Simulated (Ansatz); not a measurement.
C3H5N, SMILES `C#CNC` (charge 0, multiplicity 1).

Cartesian coordinates (Å):
SMILES: C#CNC
```xyz
9

C      2.1253     0.4695    -0.1237
C      0.9960     0.4844     0.2919
N     -0.2523     0.4506     0.7815
C     -1.1543    -0.5984     0.3079
H      3.1260     0.4640    -0.4749
H     -0.6843     1.3572     0.8845
H     -0.6939    -1.5684     0.4905
H     -2.0828    -0.5443     0.8754
H     -1.3797    -0.5146    -0.7609
```
Charge 0, spin multiplicity 1.

Frozen-core energies in 6-31g from Ansatz (a first-principles code) at a geometry from B3LYP-D3(BJ)/def2-TZVP; the HF reference has <S^2> = 0.00 and the T1 diagnostic is 0.011.

| level | energy (Ha) | difference from CCSDT(Q) (mHa) |
|---|---|---|
| HF | -170.80543 | 418.11 |
| MP2 | -171.17876 | 44.78 |
| CCSD | -171.21040 | 13.14 |
| CCSD(T) | -171.22170 | 1.84 |
| CCSDT | -171.22210 | 1.43 |
| CCSDT(Q) | -171.22354 | 0.00 |
